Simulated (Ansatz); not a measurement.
A search over several starts for the lowest SCF solution of SnCl₄⁻ at the given spin, in a small basis.

```yaml
crystal:
  periodic: [false, false, false]
  atoms:
    - {symbol: Sn, position_ang: [-0.000007, 0.000003, -0.000007]}
    - {symbol: Cl, position_ang: [0.010668, -0.017466, 2.334580]}
    - {symbol: Cl, position_ang: [2.197548, 0.010747, -0.788234]}
    - {symbol: Cl, position_ang: [-1.108291, 1.909504, -0.758881]}
    - {symbol: Cl, position_ang: [-1.099917, -1.902789, -0.787458]}
basis:
  gaussian: {orbitals: def2-SVP}
total_charge: -1
magnetization: {spin_polarized: true, initial_magnetization: 1}
hamiltonian: {xc: pbe0, dispersion: d4}
output: {orbitals: {seedname: orbitals}}
```

```sh
$ ansatz run in.yaml --threads 2 --pin off --events-out ev --progress --plain --max-ram 4352MiB
```

Shortened log:

```
Functional definition: PBE0
974 factors; integrals over basis functions are off by at most 3.4e-4 eV
mean field evaluation 1: about -55895.5698 eV, gradient 1.1e1 eV
mean field evaluation 2: about -55895.1837 eV, gradient 1.5e1 eV
mean field evaluation 4: about -55896.3018 eV, gradient 3.3e-1 eV
mean field evaluation 8: about -55896.4061 eV, gradient 9.2e-3 eV
mean field evaluation 16: about -55896.4061 eV, gradient 3.3e-6 eV
mean field -55896.40609513 eV, -2054.1550360512 hartree, gradient 3.3e-6 eV, S^2 0.752020; 0 other end points of the search recorded, 0 dependent functions left out
reference -55896.40612143 eV, -2054.1550370175 hartree; 46, 45 occupied and 52, 53 virtual orbitals, 974 factors
Total energy: -55896.63199540 eV, -2054.1633377331 hartree
```

Hardware: 2 threads of Arm Neoverse V2 on a shared host. Wall time 3.3 s.

In the def2 sets Sn takes a core potential; there is no spin–orbit coupling. The highest occupied level of the charge -1 doublet lies above zero (up to 0.32 eV). By energy differences its removal costs 2.07 eV (vertical, to the charge 0 singlet, at PBE0-D4/def2-TZVPD).
